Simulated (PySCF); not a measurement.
Pb: ionisation energy

Pb [Xe] 4f14 5d10 6s2 6p2 (3P) → Pb⁺ [Xe] 4f14 5d10 6s2 6p1 (2P), as a difference of total energies. All numbers are calculated (PySCF 2.14, the spin-free X2C one-electron Hamiltonian (Gaussian nucleus), in x2c-TZVPPall). Correlated levels: valence: [Xe] 4f14 5d10 frozen. The calculations carry no spin-orbit coupling.

| method | ionisation energy (eV) | difference from reference (eV) |
| --- | --- | --- |
| UHF | 6.599 | -0.818 |
| MP2 (valence) | 6.847 | -0.570 |
| SCS-MP2 (valence) | 6.787 | -0.630 |
| CCSD (valence) | 6.884 | -0.533 |
| CCSD(T) (valence) | 6.899 | -0.518 |

Reference: 7.417 eV (measured; NIST Atomic Spectra Database, ionization energies).

Spin-orbit coupling is strong in these open shells (close to jj coupling). The scalar numbers leave it out and a first-order estimate fails, so it can dominate the gap to the real levels.

Errors of the correlated levels include the incompleteness of this basis and the frozen core.
